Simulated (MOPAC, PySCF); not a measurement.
[W(Cl)3(OH)3], neutral singlet in the gas phase. 

Cartesian coordinates (Å):
```xyz
10

W     -0.0920    -0.0773    -0.0022
Cl    -0.9524    -1.0587    -2.0395
Cl     0.4029    -2.0517     1.1314
Cl    -0.5019     2.0782    -0.9396
O      0.5271     0.9209     1.4747
H      0.5615     1.8958     1.5477
O      1.5188    -0.2136    -0.9713
H      1.6054    -0.5815    -1.8741
O     -1.9061    -0.2357     0.4835
H     -2.6104    -0.6081    -0.0849
```
Charge 0, spin multiplicity 1.

All levels are single points at this geometry (BP86-D3(BJ)/def2-SVP); Pople sets use spherical d functions. Orbital energies aren't observables, and empty levels follow the basis.

PBE-D3(BJ)/def2-TZVP in PySCF gives dipole (D) = 0.50.

Task: Estimate the dipole (D) from each of these levels: B3LYP-D3(BJ)/def2-TZVP in PySCF; TPSSh-D3(BJ)/def2-TZVP in PySCF; B3LYP/6-311+G** (LANL2DZ on W) in PySCF; B3LYP/6-31G* (LANL2DZ on W) in PySCF; B3LYP/LANL2DZ in PySCF; BP86/6-31G* (LANL2DZ on W) in PySCF; M06-2X/6-31G* (LANL2DZ on W) in PySCF; PBE/6-31G* (LANL2DZ on W) in PySCF; SVWN5/6-31G* (LANL2DZ on W) in PySCF; HF/6-31G* (LANL2DZ on W) in PySCF; PM6 in MOPAC; PM7 in MOPAC.

Result: 
| level | dipole (D) |
|---|---|
| B3LYP-D3(BJ)/def2-TZVP in PySCF | 0.46 |
| TPSSh-D3(BJ)/def2-TZVP in PySCF | 0.53 |
| B3LYP/6-311+G** (LANL2DZ on W) in PySCF | 0.34 |
| B3LYP/6-31G* (LANL2DZ on W) in PySCF | 0.58 |
| B3LYP/LANL2DZ in PySCF | 0.62 |
| BP86/6-31G* (LANL2DZ on W) in PySCF | 0.63 |
| M06-2X/6-31G* (LANL2DZ on W) in PySCF | 0.63 |
| PBE/6-31G* (LANL2DZ on W) in PySCF | 0.63 |
| SVWN5/6-31G* (LANL2DZ on W) in PySCF | 0.58 |
| HF/6-31G* (LANL2DZ on W) in PySCF | 0.63 |
| PM6 in MOPAC | 0.53 |
| PM7 in MOPAC | 0.83 |
